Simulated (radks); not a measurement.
Results of a calculation; reference values are marked as such.
Dispersion coefficients C6 (hartree bohr^6) between ground-configuration atoms and ions, from the Casimir-Polder integral (3/pi) of alpha_A(iw) alpha_B(iw). Code: a radial shooting solver on a logarithmic mesh with Libxc functionals. Model: non-relativistic Kohn-Sham, LDA (Slater exchange, Perdew-Wang correlation), spin-polarised, spherical densities, point nucleus; open shells are filled with parallel spins first (spin-orbit coupling, left out, can overturn this in heavy ions). Response by self-consistent Sternheimer equations with the Hartree and adiabatic LDA kernel. For heavy and open-shell atoms this level of theory can miss by tens of per cent.

| C6 | Sb | K3+ | Ti+ | Ba+ | F | Se+ |
|---|---|---|---|---|---|---|
| Sb | 527.7 |  |  |  |  |  |
| K3+ | 55.96 | 8.182 |  |  |  |  |
| Ti+ | 368.8 | 35.83 | 269.6 |  |  |  |
| Ba+ | 792.8 | 72.30 | 604.0 | 1421 |  |  |
| F | 70.11 | 9.572 | 45.65 | 93.18 | 11.36 |  |
| Se+ | 209.9 | 25.56 | 139.8 | 289.7 | 31.11 | 89.16 |

Static polarisabilities (bohr^3): Sb ([Kr] 4d10 5s2 5p3) 47.55, K3+ ([Ne] 3s2 3p4) 3.013, Ti+ ([Ar] 3d2 4s1) 43.72, Ba+ ([Xe] 6s1) 131.9, F ([He] 2s2 2p5) 4.207, Se+ ([Ar] 3d10 4s2 4p3) 14.40. The combination rule 2 Ca Cb / ((alpha_b/alpha_a) Ca + (alpha_a/alpha_b) Cb) gives 42.54 for Ti+-F, against 45.65 from the integral.
